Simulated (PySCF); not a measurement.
SMILES F[SiH2][SiH](Cl)Cl, CAM-B3LYP/def2-SVP optimised geometry.

```
8

Si     0.60    -1.17     0.00
F      2.22    -1.17     0.00
Si    -0.16     1.04     0.00
Cl    -2.22     0.92    -0.08
Cl     0.42     1.96     1.75
H      0.11    -1.86     1.22
H      0.13    -1.88    -1.22
H      0.30     1.88    -1.13
```

Density from CAM-B3LYP/def2-TZVP (PySCF) at that geometry.

Minimum of the electron density along straight lines between bonded atoms, close to the bond critical point (lines longer than 1.1 times the sum of covalent radii, or with two minima, are not listed):

```tsv
bond	length / Å	ρ at the minimum / e bohr⁻³	∇²ρ there / e bohr⁻⁵	position (fraction from the first atom)
Si1–F2	1.625	0.130	?	0.42
Si1–Si3	2.336	0.103	?	0.45
Si3–Cl4	2.069	0.098	0.20	0.36
Si3–Cl5	2.064	0.099	0.20	0.36
Si1–H6	1.484	0.125	0.13	0.49
Si1–H7	1.485	0.125	0.13	0.49
Si3–H8	1.481	0.128	0.12	0.49
```

Q: Fill in the missing entries.

A: 
- Si1–F2, ∇²ρ there / e bohr⁻⁵: 0.88
- Si1–Si3, ∇²ρ there / e bohr⁻⁵: -0.21
